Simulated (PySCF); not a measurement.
# NMR data sheet: C5H10FNSi2

| Property | Result |
| --- | --- |
| Formula | C5H10FNSi2 |
| SMILES | N#CC1(F)[SiH2]CCC[SiH2]1 |
| InChI | InChI=1S/C5H10FNSi2/c6-5(4-7)8-2-1-3-9-5/h1-3,8-9H2 |
| Point group of the computed structure | Cs |
| Degrees of unsaturation | 3 |
| Carbon signals | 4 |
| Proton signals | 6 |

Mapped SMILES: `[N:1]#[C:2][C:3]1([F:4])[SiH2:5][CH2:6][CH2:7][CH2:8][SiH2:9]1`. Hydrogens are named by the atom that carries them.

Computed data (PySCF 2.14.0 with density-fitted response routines): NMR shieldings at PBE0/pcSseg-1/GIAO, structure optimised with GFN2-xTB. Single conformer, fast rotation and ring inversion assumed for equivalent nuclei, non-relativistic Hamiltonian, isolated molecule.

References, each an isolated molecule treated in the same way: TMS for $^{1}$H (31.72 ppm), $^{13}$C (186.93 ppm), $^{29}$Si (349.16 ppm); CFCl3 for $^{19}$F (170.95 ppm); $^{15}$N (267.73 ppm) vs NH3.

| carbon | δC, type | δH (multiplicity) | HMBC from (2–3 bonds) | span of the C tensor (ppm) |
| --- | --- | --- | --- | --- |
| C2 | 123.7, C | – | Ha(Si5)/Hb(Si9), Hb(Si5)/Ha(Si9) | 356 |
| C3 | 75.2, C | – | Ha(Si5)/Hb(Si9), Hb(Si5)/Ha(Si9), Hb(C6)/Ha(C8), Ha(C6)/Hb(C8) | 137 |
| C6/C8 | 13.5, CH2 | Ha(C6) 0.95 (m); Hb(C6) 1.15 (m) | Ha(Si5)/Hb(Si9), Hb(Si5)/Ha(Si9), Ha(C7), Hb(C7), Hb(C6)/Ha(C8), Ha(C6)/Hb(C8) | 34 |
| C7 | 25.1, CH2 | Ha(C7) 2.41 (m); Hb(C7) 1.48 (m) | Ha(Si5)/Hb(Si9), Hb(Si5)/Ha(Si9), Hb(C6)/Ha(C8), Ha(C6)/Hb(C8) | 11 |

Other nuclei:
```json
{"atoms": "Ha(Si5)/Hb(Si9)", "nucleus": "$^{1}$H", "environment": "hydrogen on a silicon bonded to 2 C, in a 6-membered ring", "δ (ppm)": "4.65", "σ (ppm)": "27.07"}
{"atoms": "Hb(Si5)/Ha(Si9)", "nucleus": "$^{1}$H", "environment": "hydrogen on a silicon bonded to 2 C, in a 6-membered ring", "δ (ppm)": "4.41", "σ (ppm)": "27.31"}
{"atoms": "F4", "nucleus": "$^{19}$F", "environment": "fluorine on an sp3 carbon", "δ (ppm)": "-263.4", "σ (ppm)": "434.4"}
{"atoms": "Si5/Si9", "nucleus": "$^{29}$Si", "environment": "silicon bonded to 2 C, 2 H, in a 6-membered ring", "δ (ppm)": "-30.6", "σ (ppm)": "379.7"}
{"atoms": "N1", "nucleus": "$^{15}$N", "environment": "nitrile nitrogen", "δ (ppm)": "328.5", "σ (ppm)": "-60.8"}
```

1. Carbon types of the structure: 2 × C, 3 × CH2, leaving 4 H on heteroatoms.
2. δC 123.7: nitrile carbon; typical of a nitrile.
3. δC 75.2: fully substituted sp3 carbon bonded to F and 2 Si, α to a nitrile; deshielded by the electronegative neighbour.
4. δC 25.1: sp3 CH2 in a ring; saturated and bonded to C and H only.
5. δH 2.41, 1.48: hydrogen on an sp3 CH2 in a ring.
6. δH 1.15, 0.95: hydrogen on an sp3 CH2 bonded to Si.

Splittings by $^{19}$F in the carbon and heteronuclear signals aren't shown, as no couplings were computed. Shifts are as computed. Against solution values, carbons near 30 ppm lie about +3 ppm off and those near 130 ppm about +5 ppm. Of 1211 compounds with measured shifts, 218 miss one by over three times the rms of a fit or turn the order of signals round; such compounds aren't used in these exercises. Unscaled 19F shifts against computed CFCl3 carry errors that often reach 10 to 50 ppm. Experimental scales use liquid or dissolved standards, which lie at an offset from isolated NH3 (liquid NH3: subtract about 20 ppm). Unscaled 15N shifts of sp2 nitrogen come out 20 to 40 ppm too high even then. No couplings were computed; multiplicities are counted from neighbouring protons, with m where these are inequivalent, close in shift, in a saturated or five-membered ring or joined by F or P, and br s for small geminal =CH2 splittings.
